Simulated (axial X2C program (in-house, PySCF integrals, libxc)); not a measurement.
## Spin–orbit effects down a group: molecules with Sb, HF

Calculated with an axial X2C code built on PySCF integrals, spin-free (one-electron X2C) or two-component (2c: spin–orbit coupling with atomic mean-field Coulomb and Gaunt terms, which also bring small scalar terms), in Dyall basis sets with cores contracted in-house; open shells are unrestricted.

Basis sets: Be dyall-cv3z, Ca dyall-cv3z, Mg dyall-cv3z, Sb dyall-cv3z.

```tsv
molecule	spin-free state	Re (Å)	ωe (cm⁻¹)	De (eV)	2c state	Re 2c (Å)	ωe 2c (cm⁻¹)	De 2c (eV)
BeSb	M_S = 3/2, Λ = 0	2.413	449.6	0.60	Ω = 3/2	2.411	446.9	0.59
MgSb	M_S = 3/2, Λ = 0	2.888	189.7	0.13	Ω = 3/2	2.882	189.7	0.13
CaSb	M_S = 3/2, Λ = 0	3.178	174.9	0.53	Ω = 3/2	3.165	174.5	0.54
```

Each entry is the lowest single determinant of a limited PBE0 search at one distance. De goes to single-determinant-based atoms at the same level (for ions the charge split of lowest energy) and is withheld (n/a) where an atom does not fit its ground term or J level. Main or longest-lived isotopes. One determinant is a doubtful description, or other states lie close, for BeSb, MgSb, CaSb; these need not be ground states, and all values refer to the states named. With several unpaired electrons the Ω given is that of one determinant, not necessarily of the lowest component.
